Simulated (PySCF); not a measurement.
# Reading the logs of faulty runs: Ge2H9NSi

All numbers below are calculated, not measured. The program is PySCF 2.14.0, an open-source quantum chemistry code, run on an isolated molecule that a program drew, which may never have been made. The molecule is Ge2H9NSi (charge 0, singlet), drawn as the SMILES string `[NH2][GeH2][SiH2][GeH3]`.

Each row is a Hartree-Fock (HF) and frozen-core CCSD(T) single point in the cc-pV(D+d)Z basis, meant for a local HF minimum. Run 1 is clean. Each other run has one planted mistake out of seven kinds, and not every kind appears here: one electron removed, one electron added, multiplicity raised by two, geometry at a saddle point, minimal basis STO-3G, one bond length entered in bohr, all coordinates scaled. The reference is restricted for singlets and unrestricted otherwise, and also for a bond in bohr. Adding or removing an electron swaps singlet and doublet. Electrons count all cores. HOMO and LUMO are orbital energies over both spins, the gradient is its largest component, and the lowest frequency (negative if imaginary) is given only where the gradient is small. Bond lengths are over the 12 bonds as drawn. T1 is the CCSD diagnostic: over 0.02 (restricted) or 0.045 (unrestricted) a single reference is doubtful. Germanium has the cc-pVDZ-PP basis, with a core potential (ECP10MDF) in place of its 10 inner electrons, and its 3s, 3p and 3d shells are frozen in CCSD(T).

Geometry of the clean run:
```xyz
13
Ge2H9NSi, angstrom
N    -1.1160   -1.0977   -2.3083
Ge   -0.4371   -0.6452   -0.6465
Si   -1.2063    1.4825    0.2068
Ge   -0.2929    2.0118    2.3723
H    -2.1179   -1.1913   -2.3224
H    -0.8644   -0.4500   -3.0364
H     1.0900   -0.6269   -0.7868
H    -0.8444   -1.7689    0.3144
H    -0.8298    2.5581   -0.7474
H    -2.6893    1.4650    0.3040
H     1.2386    2.0701    2.3085
H    -0.8089    3.3690    2.8652
H    -0.6893    0.9417    3.3973
```

```
run,electrons,basis functions,<S^2>,HOMO (eV),LUMO (eV),gradient (hartree/bohr),lowest frequency (cm^-1),mean bond (Å),longest bond (Å),T1,HF (hartree),CCSD(T) (hartree),mistake
1,94,128,0.000,-9.54,2.90,2.1e-05,37,1.6110,2.418,0.0126,-935.38382,-935.94616,no fault
2,94,128,0.000,-9.59,3.23,5.1e-02,-,1.5353,2.304,0.0120,-935.35571,-935.91191,all coordinates scaled
3,95,128,0.767,1.80,7.88,3.6e-02,-,1.6110,2.418,0.0194,-935.29606,-935.88180,one electron added
4,94,128,0.860,-8.81,0.96,5.8e-03,-,1.7248,2.899,0.0357,-935.28432,-935.83295,?
5,93,128,0.781,-14.71,-5.93,5.8e-02,-,1.6110,2.418,0.0455,-935.09464,-935.63059,?
```

**Which mistake was planted in run 4, and what did it cost?**

The mean bond changes by a factor of 1.071 and the longest by 1.199, so the molecule wasn't scaled as a whole. A length L in bohr read as angstrom grows by (1/0.5292 - 1) L = 0.890 L. The 12 bonds together grew by 12 x 0.1138 = 1.366 Å, which gives L = 1.535 Å. That is the length of one of the Ge-H bonds, 1.534 Å in the clean geometry. So the mistake is: one bond length entered in bohr. Subtracting run 1 and multiplying by 627.51 kcal/mol a hartree, the energy moved by 62.4 kcal/mol in HF and 71.0 kcal/mol in CCSD(T).

**Which mistake was planted in run 5, and what did it cost?**

It counts 93 electrons, one fewer than the clean run, at the same geometry and basis. So the mistake is: one electron removed. Subtracting run 1 and multiplying by 627.51 kcal/mol a hartree, the energy moved by 181.5 kcal/mol in HF and 198.0 kcal/mol in CCSD(T).

Cautions from the logs. Run 3: the HOMO is above zero, so the electron isn't bound and the energy depends on the basis; run 5: T1 is over the limit, so its CCSD(T) energy is less reliable.
